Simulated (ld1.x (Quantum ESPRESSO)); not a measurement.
Mo (Z = 42): variants of one TM potential

Base potential:

Mo, norm-conserving Troullier–Martins (Kleinman–Bylander form), made with ld1.x (Quantum ESPRESSO) 7.5 (revPBE, fully relativistic). Core [Kr], reference 4d4.5 5s0 5p0 (charge +1.5). Waves: 5s (bound, empty): rc 2.25 bohr; 5p (bound, empty): rc 2.55 bohr; 4d (bound): rc 1.55 bohr. Local part: all-electron potential smoothed inside 1.85 bohr (lloc = -1). Core correction: Bessel-smoothed model core inside 0.85 bohr.

Open shells are filled in proportion to 2j + 1 (rel_dist='average').

Cutoffs, loose and tight: the cutoffs (Ry, on a coarse ladder) from which the occupation-weighted sum of valence levels, in a spherical-Bessel basis at the reference potential, stays within 10 and 1 mRy of its value at 400 Ry. They do not see the model core or the augmentation charge, which bear on the density cutoff. Test errors are all-electron minus pseudo excitation energies from the reference, over the configurations 4d5 5s1 5p0; 4d5 5s0 5p0; 4d4 5s0 5p0; 4d5 5s0 5p1; 4d5.5 5s0.5 5p0; 4d2 5s0 5p0; 4d5 5s0.5 5p0. A dash means not determined; rows that change the core or the reference have their own tests. The largest error is taken over the tests solved by every variant that gives reliable tests at all: 4d2 5s0 5p0; 4d4 5s0 5p0; 4d5 5s0 5p0; 4d5 5s0.5 5p0; 4d5 5s1 5p0; 4d5.5 5s0.5 5p0.

A true bound ghost makes a file unfit for plane-wave use even where its test errors are small: the radial tests pick states by their node count and pass the ghost by. Where a test does run into it, the solver fails or the error is huge.

```tsv
change	outcome	cutoff, loose	cutoff, tight	bound ghosts	largest test error (meV)
base	generated	45 Ry	50 Ry	s, p3/2, p1/2	-1260
functional BP86	generated	45 Ry	55 Ry	s, p3/2, p1/2	-1230
wave 4d (bound): rc 1.55 bohr becomes 4d (bound): rc 1.96 bohr	generated	40 Ry	45 Ry	s, p3/2, p1/2	-1242
core [Ar] 3d10, valence charge 14; reference 4s2 4p6 4d5 5s0 5p0; waves now 4s (bound): rc 1.00 bohr; 4p (bound): rc 1.45 bohr; 4d (bound): rc 2.35 bohr; local potential the d channel; core correction Bessel-smoothed model core inside 1.00 bohr	generated	100 Ry	180 Ry	none	-71
local potential the d channel	generated	45 Ry	50 Ry	s, p3/2, p1/2	-1246
core correction Bessel-smoothed model core inside 1.08 bohr	generated	45 Ry	50 Ry	s, p3/2, p1/2	-1264
wave 5p (bound): rc 2.55 bohr becomes 5p (bound): rc 3.36 bohr	generated	45 Ry	50 Ry	s, p3/2, p1/2	-1260
wave 5s (bound): rc 2.25 bohr becomes 5s (bound): rc 2.60 bohr	generated	45 Ry	50 Ry	s, p3/2, p1/2	-1260
reference 4d5 5s1 5p0	generated	45 Ry	50 Ry	s, p3/2, p1/2	-430
functional PBEsol	generated	45 Ry	55 Ry	s, p3/2, p1/2	-1245
```

What comes out with this change to the base: scalar-relativistic?

outcome: generated; cutoff, loose: 45 Ry; cutoff, tight: 50 Ry; bound ghosts: s, p; largest test error (meV): -1264.

What comes out with this change to the base: local potential all-electron potential smoothed inside 1.18 bohr (lloc = -1)?

outcome: generated; cutoff, loose: 45 Ry; cutoff, tight: 50 Ry; bound ghosts: s, p1/2, p3/2; largest test error (meV): -1239.

What comes out with this change to the base: all radii but the core radius scaled by about 0.81 (s 1.82, p 2.06, d 1.24 bohr); local potential all-electron potential smoothed inside 1.50 bohr (lloc = -1)?

outcome: generated; cutoff, loose: 60 Ry; cutoff, tight: 90 Ry; bound ghosts: s, p3/2, p1/2; largest test error (meV): -1249.
